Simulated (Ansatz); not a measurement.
```xyz
11

N    -0.213    1.353    1.529
Sn   -0.415    0.587   -0.333
O     1.022    1.456   -1.365
Si    0.142   -1.921   -0.540
F     1.074   -2.301    0.714
H     0.357    0.805    2.159
H    -1.085    1.567    1.993
H    -1.931    1.133   -0.915
H     1.241    2.314   -0.992
H     0.886   -2.229   -1.786
H    -1.078   -2.766   -0.463
```

Total charge 0; spin multiplicity 1. Sn: def2 effective core potential.

Question: List the ωB97M-V/def2-TZVPP orbital energies in eV (the Gaussian-basis code of Ansatz). (An estimate is asked.)

Answer: Ansatz gave: Occupied: -1808.28, -677.62, -525.33, -394.21, -149.25, -143.11, -103.41, -103.35, -103.33, -97.69, -97.68, -97.67, -36.14, -31.79, -31.41, -31.28, -31.21, -31.20, -28.97, -25.84, -18.76, -17.03, -15.85, -15.51, -15.50, -15.04, -14.75, -12.54, -12.21, -11.58, -11.30, -10.30, -9.53. Lowest empty: 0.56, 1.13, 1.65, 2.15, 2.85, 3.21, 3.36, 3.80.
